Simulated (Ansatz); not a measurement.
`C[N](C)[Hf]([SeH])([N](C)C)[N](C)C` + H–F → `C[N](C)[Hf]([F])([N](C)C)[N](C)C` + H₂Se  (ligand exchange at the Hf–Se bond)

Program: Ansatz. Geometries: PBE0-D4/def2-TZVP. ΔE: electronic, gas phase. CBS: MP2 limit from def2 TZ/QZ plus the TZ coupled-cluster correction, frozen cores. This one scheme is used for every species. DFT in def2-TZVPP. B3LYP here is the variant with VWN-RPA as its local correlation; programs differ in this. HSE06 is defined as in plane-wave codes. Elements past krypton have def2 core potentials. For Hf, Se outer-core shells are correlated without core-valence functions, which leaves a few kJ/mol of doubt a bond. Scalar relativity is left out up to krypton. Each species was taken in one conformer, which may not be the lowest.

```
             level  ΔE (kJ/mol)  difference from CCSD(T)/CBS
       LDA (SPW92)        -63.2                        -12.9
           PBE0-D4        -58.8                         -8.5
          B3LYP-D4        -71.0                        -20.7
          HSE06-D4        -58.1                         -7.8
           ωB97X-V        -73.8                        -23.5
           ωB97M-V        -68.5                        -18.2
          PBE-QIDH        -54.2                         -3.9
              PBE0        -66.4                        -16.1
             B3LYP        -83.3                        -33.0
RPA@PBE/def2-TZVPP        -58.7                         -8.4
      MP2/def2-SVP        -73.2                        -22.9
  CCSD(T)/def2-SVP        -82.1                        -31.8
CCSD(T)/def2-TZVPP        -53.8                         -3.5
     HF/def2-QZVPP        -80.5                        -30.2
      HF/CBS(def2)        -80.5                        -30.2
     MP2/CBS(def2)        -39.2                         11.1
       CCSD(T)/CBS        -50.3                            0
```

Largest T1 diagnostic among the species: 0.014.

The D4 term adds +12.3 kJ/mol with B3LYP and +7.6 kJ/mol with PBE0; it sums over pairs of atoms, weighted by their polarisabilities, and B3LYP, whose exchange is more repulsive, gets the larger term. From PBE to PBE0 (25 % exact exchange), in def2-TZVPP and without D4, ΔE moves by +5.7 kJ/mol. At CCSD(T), def2-SVP lies −31.8 kJ/mol from the extrapolated value and def2-TZVPP −3.5 kJ/mol.
